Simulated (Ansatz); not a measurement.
C₂H₇BO (`CB(C)O`), charge 0, multiplicity 1.

(1) Give a relaxed structure at PBE0-D4/def2-TZVP (Ansatz). (Best estimate.)

Results:

(1) The calculation gave: 
Z-matrix (Å, degrees):
```
C
B 1 1.569
H 1 1.091 2 112.9
H 1 1.097 2 109.3 3 119.9
H 1 1.094 2 111.9 3 -123.4
C 2 1.576 1 122.0 3 167.9
O 2 1.364 1 116.9 3 -11.9
H 6 1.094 2 111.5 1 45.5
H 6 1.094 2 114.6 1 168.7
H 6 1.097 2 109.2 1 -70.9
H 7 0.961 2 112.9 1 -178.5
```
This is one stationary point; other conformers may exist.
